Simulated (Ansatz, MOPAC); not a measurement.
Diatomic ZnIn, multiplicity 2 (lowest of 2S+1 = 2, 4 at PBE0/def2-TZVPP; our sources give no spin for the ground state, which may be another). No spin–orbit coupling. Zn is treated without relativity.

The constants come from a fifth-degree fit in 1/R (seven points, main isotopes). In def2 and cc sets the state is the lowest found near the PBE0 minimum, followed along R.

Correlated levels freeze the inner cores; with def2 sets outer-core shells near the valence are correlated too. The state that PM7 reach isn't checked; PM7 holds dispersion and hydrogen-bond terms.

Programs: Ansatz (a program for electronic structure); MOPAC for PM7 (differences of heats of formation).  In def2 rows elements past Kr take small-core potentials, without spin–orbit coupling.

```csv
level,r_e (Å),ω_e (cm⁻¹),ω_e x_e (cm⁻¹),dipole (D)
PM7,2.788,241,0.79,-
PBE/def2-TZVPP,2.838,112,0.87,0.13
r2SCAN/def2-TZVPP,2.771,125,0.92,0.19
B97M-V/def2-TZVPP,2.905,95,1.1,0.15
CAM-B3LYP/def2-TZVPP,2.951,82,1.2,0.44
wB97X-V/def2-TZVPP,2.976,[?],1.1,0.60
wB97M-V/def2-TZVPP,2.970,82,0.99,0.56
B2PLYP/def2-TZVPP,[?],[?],1.1,-
```

Q: What belongs in the gaps?

A: 
- B2PLYP/def2-TZVPP, r_e (Å): 2.909
- B2PLYP/def2-TZVPP, ω_e (cm⁻¹): 92
- wB97X-V/def2-TZVPP, ω_e (cm⁻¹): 79
